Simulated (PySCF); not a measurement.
A PySCF script (with the pyscf-properties extension) for the NMR shieldings of `C=C[C@@]1(CC)[SiH2][C@@H]1C`, C7H14Si, on a GFN2-xTB geometry:

```python
import basis_set_exchange as bse
import numpy as np
from pyscf import gto, dft
from pyscf.prop import nmr

atoms = """
C     0.438419    2.210215    1.473620
C     0.842670    1.338832    0.558814
C     0.113553    0.152802    0.084182
C     0.831211   -0.582441   -1.033171
C     2.098131   -1.277687   -0.543876
Si   -0.889322   -0.884198    1.342394
C    -1.426344    0.302260   -0.013740
C    -2.148558   -0.137809   -1.266853
H     1.039803    3.061651    1.742790
H    -0.501197    2.114576    1.992002
H     1.807448    1.498858    0.091852
H     1.089325    0.125462   -1.827795
H     0.173279   -1.335561   -1.466957
H     2.592784   -1.792666   -1.364990
H     2.798597   -0.563779   -0.117007
H     1.849867   -2.007538    0.225134
H    -0.913558   -0.466109    2.730044
H    -1.031531   -2.302932    1.061634
H    -1.749260    1.294548    0.287104
H    -1.807940    0.435841   -2.129815
H    -3.218314    0.029407   -1.151170
H    -1.999475   -1.194346   -1.476613
"""
names = dict.fromkeys(["C", "Si", "H"], "pcSseg-1")
basis = {el: gto.basis.parse(bse.get_basis(n, elements=[el], fmt="nwchem")) for el, n in names.items()}
mol = gto.M(atom=atoms, basis=basis, charge=0, verbose=0)
mf = dft.RKS(mol, xc="PBE0")
mf.grids.level = 2
mf.grids.alignment = dft.numint.BLKSIZE   # the property module wants whole blocks of grid points
mf.conv_tol = 1e-9
mf.kernel()

calc = nmr.RKS(mf)   # GIAO
C = mf.mo_coeff
Co = C[:, mf.mo_occ > 0]
resp = mf.gen_response(singlet=True, hermi=2)
def vind(x):   # induced exchange potential for any number of trial vectors
    d = np.einsum("pi,xij,qj->xpq", C, 2 * x.reshape(-1, C.shape[1], Co.shape[1]), Co, optimize=True)
    return np.einsum("xpq,pi,qj->xij", resp(d - d.transpose(0, 2, 1)), C, Co, optimize=True).ravel()
mo1, _ = nmr.rhf.solve_mo1(calc, with_cphf=vind)
sigma = calc.kernel(mo1)
for i, s in enumerate(sigma):   # ppm
    w = np.linalg.eigvalsh((s + s.T) / 2)
    print("%2d %-2s iso %8.1f  s11 %8.1f  s22 %8.1f  s33 %8.1f" % (i, mol.atom_pure_symbol(i), w.mean(), *w))
```

Task: What does it print?

Result: 
```
 0 C  iso     74.4  s11    -35.1  s22     88.2  s33    170.0
 1 C  iso     29.3  s11    -91.3  s22     34.6  s33    144.7
 2 C  iso    153.0  s11    119.1  s22    155.5  s33    184.4
 3 C  iso    159.6  s11    150.2  s22    156.4  s33    172.3
 4 C  iso    167.4  s11    147.2  s22    168.9  s33    186.0
 5 Si iso    461.6  s11    355.9  s22    392.5  s33    636.3
 6 C  iso    156.8  s11    126.6  s22    164.8  s33    179.1
 7 C  iso    171.1  s11    162.3  s22    165.3  s33    185.8
 8 H  iso     26.7  s11     24.0  s22     25.1  s33     30.9
 9 H  iso     27.1  s11     22.8  s22     25.0  s33     33.4
10 H  iso     24.9  s11     21.3  s22     23.7  s33     29.6
11 H  iso     30.0  s11     24.7  s22     29.2  s33     36.1
12 H  iso     30.6  s11     24.2  s22     32.2  s33     35.4
13 H  iso     30.5  s11     25.6  s22     27.1  s33     38.6
14 H  iso     30.2  s11     25.7  s22     29.2  s33     35.9
15 H  iso     30.8  s11     26.0  s22     30.4  s33     36.1
16 H  iso     29.1  s11     23.8  s22     27.2  s33     36.2
17 H  iso     29.0  s11     23.8  s22     27.2  s33     36.1
18 H  iso     30.1  s11     24.2  s22     29.4  s33     36.8
19 H  iso     30.0  s11     24.7  s22     28.2  s33     37.3
20 H  iso     30.0  s11     24.9  s22     27.2  s33     37.8
21 H  iso     30.8  s11     26.1  s22     29.4  s33     36.9
```

These numbers come from an equivalent density-fitted implementation of the same equations, which agrees with the script to about 0.01 ppm for H and up to a few tenths of a ppm for heavy atoms, so last digits may differ.

Task: Turn these shieldings into chemical shifts. Referencing at the same level of theory: TMS for ¹³C (186.93 ppm), ²⁹Si (349.16 ppm), ¹H (31.72 ppm).

Result: Averaging equivalent atoms: C 1: 157.6; C 0: 112.5; C 2: 33.9; C 6: 30.1; C 3: 27.3; C 4: 19.6; C 7: 15.8; Si 5: -112.4; H 10: 6.84; H 8: 5.03; H 9: 4.64; H 17: 2.70; H 16: 2.66; H 11: 1.71; H 18: 1.58; H 19/20/21: 1.45; H 13/14/15: 1.21; H 12: 1.13 ppm. 

Size and cost of the density-fitted run: 213 basis functions, 76 s wall time on 1 thread of an Arm Neoverse N1, shared host; peak memory 0.98 GiB.
